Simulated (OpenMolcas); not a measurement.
Pd2+: moving the ligands

Pd2+ with 6 ligands (fluoride) in octahedral coordination (Oh) at 2.17 Å. A charge of +0.667 e stands 2.8 Å behind each ligand. Ligand basis ANO-RCC-VDZP.
```
Pd    0.0000    0.0000    0.0000
F     2.1700    0.0000    0.0000
F     0.0000    2.1700    0.0000
F    -2.1700    0.0000    0.0000
F     0.0000   -2.1700    0.0000
F     0.0000    0.0000    2.1700
F     0.0000    0.0000   -2.1700
```

* Program: OpenMolcas 26.06
* Method: CASSCF
* Basis: ANO-RCC-VDZP [6s5p3d1f]
* Scalar Hamiltonian: DKH2, point nucleus
* Active space: 8 electrons in 5 orbitals (4d)
* State averaging: 2S+1 = 3 even, 10 roots; 2S+1 = 1 even, 15 roots
* Spin-orbit coupling: RASSI with atomic mean-field integrals over the reference wave functions

Runs around this geometry, states (labels of O, the rotations of Oh). Energies in cm-1 above the lowest state or level, χT in cm3 K/mol; 10Dq and B are least-squares fits to the states below 45000 cm-1, weighted by degeneracy, with a free offset, and given where the rms deviation is under 5 % of |10Dq| (or 100 cm-1) and under 700 cm-1.

```json
{"R (Å)": "2.1", "Ground state": "3A2", "First state of that spin": "3T2 11987", "10Dq": "12151", "B (rms of fit)": "875 (64)", "First gap with spin-orbit (degeneracies)": "10719 (3, 2)", "χT at 300 K": "1.466", "First state of another spin": "1E 13614"}
{"R (Å)": "2.17", "Ground state": "3A2", "First state of that spin": "3T2 9853", "10Dq": "9994", "B (rms of fit)": "886 (62)", "First gap with spin-orbit (degeneracies)": "8881 (3, 2)", "χT at 300 K": "1.572", "First state of another spin": "1E 13639"}
{"R (Å)": "2.29", "Ground state": "3A2", "First state of that spin": "3T2 7082", "10Dq": "7195", "B (rms of fit)": "898 (56)", "First gap with spin-orbit (degeneracies)": "6271 (3, 2)", "χT at 300 K": "1.785", "First state of another spin": "1E 13615"}
```

Taking |10Dq| as R^-n, n = -ln(7195 / 12151) / ln(2.29 / 2.1) = 6.1 between the shortest and longest distance. The point-charge formula for a cubic d site gives n = 5.

Without dynamic correlation the repulsion within the d shell is too large (B by tens of per cent), so at a given field states of lower spin stand too high. Real 4d8 and 5d8 ions are as a rule square planar and diamagnetic. With metal d orbitals alone the field can be off either way by tens of per cent. Ligand-to-metal charge-transfer states are missing. With no ligand orbital active B as a rule stays too high, so bands that hang on it stand too high and its fall with covalency is understated. No measured value stands beside these numbers; the geometry was imposed, not optimised, and the real ion may take another.
